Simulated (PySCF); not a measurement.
Computed IR spectrum (relative IR intensity) of a molecule C2H9NSi. The structure is a stationary point at B3LYP-D3(BJ)/def2-SVP. The values are those of a single conformer. Method: B3LYP-D3(BJ)/def2-SVP run with PySCF. Frequencies are harmonic and unscaled.

Lines under 2 % of the strongest are left out, and lines within 2 cm⁻¹ are merged.

```tsv
ν (cm⁻¹)	relative intensity
434	35
506	4.1
663	2.3
709	6.8
748	14
788	16
878	20
943	100
970	62
1098	3.7
1152	38
1269	10
1397	13
1455	2.1
1469	4.4
2147	78
2215	56
2964	39
3043	17
3091	10
3116	3.4
3127	2.7
3590	6.0
```

Q: Pick the molecule that these values belong to.
A) CC[SiH2]N
B) CN[SiH2]C
C) CNC[SiH3]
D) CCN[SiH3]

A: B, CN[SiH2]C
